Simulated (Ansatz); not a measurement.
Ansatz (a quantum-chemistry and plane-wave program) input for W(S)2(NH2)(SH) (H3NS3W), SMILES [NH2][W](=[S])(=[S])[SH], multiplicity 1, PBE/def2-SVPD. Geometry: PBE0-D3(BJ)/def2-SVP. The spin state was assumed, not searched. The structure was generated by enumeration; whether it is a known compound was not checked. The def2 effective core potentials stand for the cores of W; spin–orbit coupling is left out. The values are those of a single conformer.

Ansatz 0.2 input:
```yaml
crystal:
  periodic: [false, false, false]
  atoms:
    - {symbol: W, position_ang: [0.05684354, 0.04735142, -0.12567169]}
    - {symbol: S, position_ang: [0.88487597, 1.58674313, 1.09257170]}
    - {symbol: S, position_ang: [1.07375196, -1.81050828, 0.07143348]}
    - {symbol: N, position_ang: [0.11038882, 0.62968175, -1.95611614]}
    - {symbol: H, position_ang: [0.21751088, 1.59860398, -2.24586249]}
    - {symbol: H, position_ang: [0.14911154, -0.00523444, -2.75043392]}
    - {symbol: S, position_ang: [-2.13472617, -0.42466881, 0.54617164]}
    - {symbol: H, position_ang: [-2.52819420, 0.86979674, 0.62598568]}
basis:
  gaussian:
    orbitals: def2-SVPD
hamiltonian:
  xc: {name: PBE}
```

Program output:

```
WARN ansatz: RAYON_NUM_THREADS=1 ignored (pool sized by the plan → 1); use --threads N
Functional definition: PBE
integrals: 0.13 GiB planned
1493 factors; their error is unknown
mean field: 0.68 GiB planned
mean field evaluation 1: about -35842.0207 eV, gradient 6.3e1 eV
mean field evaluation 2: about -35791.5335 eV, gradient 1.5e2 eV
mean field evaluation 4: about -35844.2070 eV, gradient 5.2e1 eV
mean field evaluation 8: about -35850.6189 eV, gradient 9.0e-1 eV
mean field evaluation 16: about -35850.5744 eV, gradient 9.2e-3 eV
mean field -35850.57436923 eV, -1317.4843076772 hartree, gradient 8.4e-5 eV, S^2 0.000000; 0 other end points of the search recorded, 0 dependent functions left out
reference -35850.57442797 eV, -1317.4843098359 hartree; 36, 36 occupied and 124, 124 virtual orbitals, 1493 factors
Total energy: -35850.57442797 eV, -1317.4843098359 hartree
```

The calculation finished and met its thresholds.
